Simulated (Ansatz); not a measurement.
A first, cheap relaxation of CH3Te (`C[Te]`) radical.

```yaml
crystal:
  periodic: [false, false, false]
  atoms:
    - {symbol: C, position_ang: [-0.163300, -0.080600, -0.002800]}
    - {symbol: Te, position_ang: [1.901600, 0.266900, 0.100300]}
    - {symbol: H, position_ang: [-0.489500, -1.060100, 0.315100]}
    - {symbol: H, position_ang: [-0.653800, 0.714500, 0.627900]}
    - {symbol: H, position_ang: [-0.545000, 0.085600, -1.082000]}
basis:
  gaussian: {orbitals: def2-SVP}
magnetization: {spin_polarized: true, initial_magnetization: 1}
hamiltonian: {xc: pbe, dispersion: d4}
relax: {f_tol: 0.03, max_steps: 200}
```

```sh
$ ansatz run in.yaml --threads 2 --pin off --events-out ev --progress --plain
```

Output, abridged:

```
Functional definition: PBE
mean field -8375.55142943 eV, -307.7958378789 hartree, gradient 4.0e-6 eV, S^2 0.751682; 3 other end points of the search recorded, 0 dependent functions left out
relax step   1: F+E_penalty+E_count = -8375.62077720 eV  Δ(F+E_penalty+E_count) = +0.000e0 eV  max|allowed force component| = 1.542e0 eV/Å  Δτ_max = 0.0000 Å  (103 SCF iters, accepted)
mean field -8375.63897327 eV, -307.7990550556 hartree, gradient 7.7e-6 eV, S^2 0.751837; 0 other end points of the search recorded, 0 dependent functions left out
relax step   2: F+E_penalty+E_count = -8375.70779433 eV  Δ(F+E_penalty+E_count) = -8.702e-2 eV  max|allowed force component| = 4.371e-1 eV/Å  Δτ_max = 0.0607 Å  (53 SCF iters, accepted)
mean field -8375.64808500 eV, -307.7993899056 hartree, gradient 2.5e-6 eV, S^2 0.751857; 0 other end points of the search recorded, 0 dependent functions left out
relax step   3: F+E_penalty+E_count = -8375.71694017 eV  Δ(F+E_penalty+E_count) = -9.146e-3 eV  max|allowed force component| = 5.803e-2 eV/Å  Δτ_max = 0.0316 Å  (46 SCF iters, accepted)
mean field -8375.64858454 eV, -307.7994082633 hartree, gradient 1.3e-8 eV, S^2 0.751854; 0 other end points of the search recorded, 0 dependent functions left out
relax step   4: F+E_penalty+E_count = -8375.71745495 eV  Δ(F+E_penalty+E_count) = -5.148e-4 eV  max|allowed force component| = 3.313e-2 eV/Å  Δτ_max = 0.0117 Å  (80 SCF iters, accepted)
mean field -8375.64864358 eV, -307.7994104328 hartree, gradient 1.3e-8 eV, S^2 0.751855; 0 other end points of the search recorded, 0 dependent functions left out
relax step   5: F+E_penalty+E_count = -8375.71751082 eV  Δ(F+E_penalty+E_count) = -5.587e-5 eV  max|allowed force component| = 1.193e-2 eV/Å  Δτ_max = 0.0020 Å  (76 SCF iters, accepted)
mean field -8375.64866700 eV, -307.7994112935 hartree, gradient 1.1e-6 eV, S^2 0.751856; 0 other end points of the search recorded, 0 dependent functions left out
relax step   6: F+E_penalty+E_count = -8375.71753150 eV  Δ(F+E_penalty+E_count) = -2.068e-5 eV  max|allowed force component| = 1.486e-2 eV/Å  Δτ_max = 0.0011 Å  (42 SCF iters, accepted)
mean field -8375.64871052 eV, -307.7994128931 hartree, gradient 8.5e-9 eV, S^2 0.751857; 0 other end points of the search recorded, 0 dependent functions left out
relax step   7: F+E_penalty+E_count = -8375.71757142 eV  Δ(F+E_penalty+E_count) = -3.993e-5 eV  max|allowed force component| = 1.925e-2 eV/Å  Δτ_max = 0.0027 Å  (78 SCF iters, accepted)
mean field -8375.64603719 eV, -307.7993146498 hartree, gradient 6.6e-6 eV, S^2 0.751867; 0 other end points of the search recorded, 0 dependent functions left out
relax step   8: F+E_penalty+E_count = -8375.71485796 eV  Δ(F+E_penalty+E_count) = +2.713e-3 eV  max|allowed force component| = 2.247e-1 eV/Å  Δτ_max = 0.0333 Å  (58 SCF iters, rejected (line search))
mean field -8375.64876345 eV, -307.7994148380 hartree, gradient 9.4e-9 eV, S^2 0.751857; 0 other end points of the search recorded, 0 dependent functions left out
relax step   9: F+E_penalty+E_count = -8375.71762331 eV  Δ(F+E_penalty+E_count) = -5.189e-5 eV  max|allowed force component| = 2.004e-2 eV/Å  Δτ_max = 0.0023 Å  (79 SCF iters, accepted)
mean field -8375.64883375 eV, -307.7994174217 hartree, gradient 1.3e-8 eV, S^2 0.751857; 0 other end points of the search recorded, 0 dependent functions left out
relax step  10: F+E_penalty+E_count = -8375.71769224 eV  Δ(F+E_penalty+E_count) = -6.893e-5 eV  max|allowed force component| = 2.242e-2 eV/Å  Δτ_max = 0.0026 Å  (79 SCF iters, accepted)
mean field -8375.64891541 eV, -307.7994204226 hartree, gradient 1.4e-8 eV, S^2 0.751857; 0 other end points of the search recorded, 0 dependent functions left out
relax step  11: F+E_penalty+E_count = -8375.71777268 eV  Δ(F+E_penalty+E_count) = -8.043e-5 eV  max|allowed force component| = 2.541e-2 eV/Å  Δτ_max = 0.0029 Å  (79 SCF iters, accepted)
mean field -8375.37277303 eV, -307.7892723773 hartree, gradient 7.8e-6 eV, S^2 0.751896; 0 other end points of the search recorded, 0 dependent functions left out
relax step  12: F+E_penalty+E_count = -8375.44150450 eV  Δ(F+E_penalty+E_count) = +2.763e-1 eV  max|allowed force component| = 1.946e0 eV/Å  Δτ_max = 0.1925 Å  (60 SCF iters, rejected (line search))
mean field -8375.64899071 eV, -307.7994231898 hartree, gradient 9.2e-6 eV, S^2 0.751857; 0 other end points of the search recorded, 0 dependent functions left out
relax step  13: F+E_penalty+E_count = -8375.71784895 eV  Δ(F+E_penalty+E_count) = -7.627e-5 eV  max|allowed force component| = 2.622e-2 eV/Å  Δτ_max = 0.0023 Å  (40 SCF iters, accepted)
mean field -8375.64890301 eV, -307.7994199669 hartree, gradient 1.3e-6 eV, S^2 0.751853; 0 other end points of the search recorded, 0 dependent functions left out
relax step  14: F+E_penalty+E_count = -8375.71776586 eV  Δ(F+E_penalty+E_count) = +8.309e-5 eV  max|allowed force component| = 6.078e-2 eV/Å  Δτ_max = 0.0148 Å  (51 SCF iters, rejected (line search))
mean field -8375.64911998 eV, -307.7994279405 hartree, gradient 2.1e-6 eV, S^2 0.751855; 0 other end points of the search recorded, 0 dependent functions left out
relax step  15: F+E_penalty+E_count = -8375.71798167 eV  Δ(F+E_penalty+E_count) = -1.327e-4 eV  max|allowed force component| = 2.076e-2 eV/Å  Δτ_max = 0.0054 Å  (53 SCF iters, accepted)
mean field -8375.64913887 eV, -307.7994286346 hartree, gradient 1.1e-8 eV, S^2 0.751853; 0 other end points of the search recorded, 0 dependent functions left out
relax step  16: F+E_penalty+E_count = -8375.71800366 eV  Δ(F+E_penalty+E_count) = -2.200e-5 eV  max|allowed force component| = 1.621e-2 eV/Å  Δτ_max = 0.0038 Å  (79 SCF iters, accepted)
mean field -8375.64913887 eV, -307.7994286346 hartree, gradient 1.1e-8 eV, S^2 0.751853; 4 other end points of the search recorded, 0 dependent functions left out
Total energy: -8375.71803035 eV, -307.8019603496 hartree
Atom 0 at    -0.207023    -0.047194     0.000805 Å, force     0.001214     0.009587    -0.016207 eV/Å
Atom 1 at     1.945222     0.243036     0.072985 Å, force    -0.004693    -0.000891     0.003197 eV/Å
Atom 2 at    -0.466484    -1.072519     0.320475 Å, force    -0.000274     0.001350     0.003042 eV/Å
Atom 3 at    -0.716290     0.711522     0.622340 Å, force     0.004190    -0.006199     0.002254 eV/Å
Atom 4 at    -0.505425     0.091454    -1.058104 Å, force    -0.000438    -0.003847     0.007713 eV/Å
Dipole moment:    -0.233660    -0.029576    -0.017626 e Å
```

Run time 50 s (2 threads of a server CPU on a shared host); peak host memory 0.15 GiB.
